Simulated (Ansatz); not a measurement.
`[NH2][V](=[O])([F])[Cl]` + H₂O → `[O]=[V]([OH])([F])[Cl]` + NH₃ at 400 K and 1 bar (formal hydrolysis of a V–N bond).

Isolated molecules relaxed with PBE0-D4/def2-TZVP in Ansatz; ΔE leaves out vibrations. CCSD(T)/CBS is the MP2 limit (def2-TZVPP, def2-QZVPP) plus CCSD(T) − MP2 in def2-TZVPP, frozen cores. This one scheme is used for every species. For V outer-core shells are correlated without core-valence functions, which leaves a few kJ/mol of doubt a bond. Scalar relativity is left out up to krypton. One conformer a species, not always the lowest.

```
                  species  CCSD(T)/CBS energy (Eh)  H − E (kJ/mol)  S (J/(mol·K))
`[NH2][V](=[O])([F])[Cl]`              -1634.26730           118.0          369.4
                      H₂O                -76.37941            69.8          198.6
 `[O]=[V]([OH])([F])[Cl]`              -1654.14507            84.9          362.0
                      NH₃                -56.50880           104.2          203.1
```

H − E and S are ideal-gas, rigid-rotor, harmonic terms from PBE0-D4/def2-TZVP, for one conformer and one mirror image of each species. 1 Eh = 2625.50 kJ/mol, R = 8.31446 J/(mol·K).

**Question.** By hand: ΔE, ΔH, ΔS and ΔG.

**Answer.** ΔE = (-1654.14507) + (-56.50880) − (-1634.26730) − (-76.37941) = -0.00716 Eh = -18.8 kJ/mol. Δ(H − E) = 84.9 + 104.2 − 118.0 − 69.8 = 1.3, so ΔH = -17.5 kJ/mol. ΔS = 362.0 + 203.1 − 369.4 − 198.6 = -2.9 J/(mol·K). ΔG = -17.5 − 400 × (-2.9)/1000 = -16.3 kJ/mol.

**Question.** By hand: the equilibrium constant, and the temperature at which ΔG would vanish if ΔH and ΔS stayed fixed.

**Answer.** log₁₀ K = −ΔG/(RT ln 10) = 2.1. ΔG = 0 at ΔH/ΔS = 6034 K, far beyond where these terms or the molecules hold.

The number of gas molecules stays the same, so ΔS is small and ΔH decides. A doubt of 5 kJ/mol in ΔE shifts log₁₀ K by 0.7 here. Other conformers and mirror images would add mixing entropy, several J/(mol·K) or more a flexible species. These are equilibria of isolated gas molecules and say nothing of rates. Largest T1 diagnostic: 0.032 (customary marks: 0.02 for closed shells, 0.045 for open ones).
